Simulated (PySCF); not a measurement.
Isomers of CH6ClFSi2, mass 127.968 u with the commonest isotopes. Theory: B3LYP/def2-SVPD in PySCF (dipole) on a GFN2-xTB geometry, gas phase. One conformer each, none proved a minimum here; rigid rotors.

Task: Order these by rotational constant B, smallest first.
A. `[F:1][CH2:2][Si@H:3]([SiH3:4])[Cl:5]` with F1–C2–Si3–Si4 -57°
B. `[F:1][SiH2:2][SiH2:3][CH2:4][Cl:5]` with F1–Si2–Si3–C4 55°, Si2–Si3–C4–Cl5 177°
C. `[F:1][Si@H:2]([Cl:3])[CH2:4][SiH3:5]` with F1–Si2–C4–Si5 54°
D. `[F:1][SiH2:2][CH2:3][SiH2:4][Cl:5]` with F1–Si2–C3–Si4 51°, Si2–C3–Si4–Cl5 177°

Result: B (853.9 MHz), D (892.5 MHz), C (1482 MHz), A (1769 MHz).

Task: Order these by rotational constant A, largest first.
A. `[F:1][Si@H:2]([Cl:3])[CH2:4][SiH3:5]` with F1–Si2–C4–Si5 54°
B. `[F:1][Si@@H:2]([SiH3:3])[CH2:4][Cl:5]` with F1–Si2–C4–Cl5 -175°
C. `[F:1][SiH2:2][SiH2:3][CH2:4][Cl:5]` with F1–Si2–Si3–C4 55°, Si2–Si3–C4–Cl5 177°
D. `[F:1][SiH2:2][CH2:3][SiH2:4][Cl:5]` with F1–Si2–C3–Si4 51°, Si2–C3–Si4–Cl5 177°
E. `[F:1][CH2:2][Si@H:3]([SiH3:4])[Cl:5]` with F1–C2–Si3–Si4 -57°

Result: D (7583 MHz), C (6626 MHz), A (3261 MHz), B (2812 MHz), E (2237 MHz).

Task: Order these by out-of-plane moment Σ m c² = (Ia + Ib − Ic)/2, largest first.
A. `[F:1][CH2:2][Si@H:3]([SiH3:4])[Cl:5]` with F1–C2–Si3–Si4 -57°
B. `[F:1][SiH2:2][CH2:3][SiH2:4][Cl:5]` with F1–Si2–C3–Si4 51°, Si2–C3–Si4–Cl5 177°
C. `[F:1][Si@@H:2]([SiH3:3])[CH2:4][Cl:5]` with F1–Si2–C4–Cl5 -175°
D. `[F:1][Si@H:2]([Cl:3])[CH2:4][SiH3:5]` with F1–Si2–C4–Si5 54°
E. `[F:1][SiH2:2][SiH2:3][CH2:4][Cl:5]` with F1–Si2–Si3–C4 55°, Si2–Si3–C4–Cl5 177°

Result: D (45.27 u·Å²), A (18.13 u·Å²), C (16.74 u·Å²), E (15.75 u·Å²), B (15.36 u·Å²).

```tsv
SMILES	point group	Ia (u·Å²)	Ib (u·Å²)	Ic (u·Å²)	κ	μa (D)	μb (D)	μc (D)
F[SiH2]C[SiH2]Cl	C1	66.65	566.26	602.19	-0.98	0.70	1.56	0.42
F[SiH2][SiH2]CCl	C1	76.28	591.82	636.60	-0.98	0.93	0.89	0.88
F[Si@H](Cl)C[SiH3]	C1	155.00	341.01	405.47	-0.77	1.03	0.18	1.91
F[Si@@H]([SiH3])CCl	C1	179.75	334.27	480.55	-0.48	0.19	0.21	0.07
FC[Si@H]([SiH3])Cl	C1	225.90	285.68	475.33	0.20	0.19	0.33	0.09
```
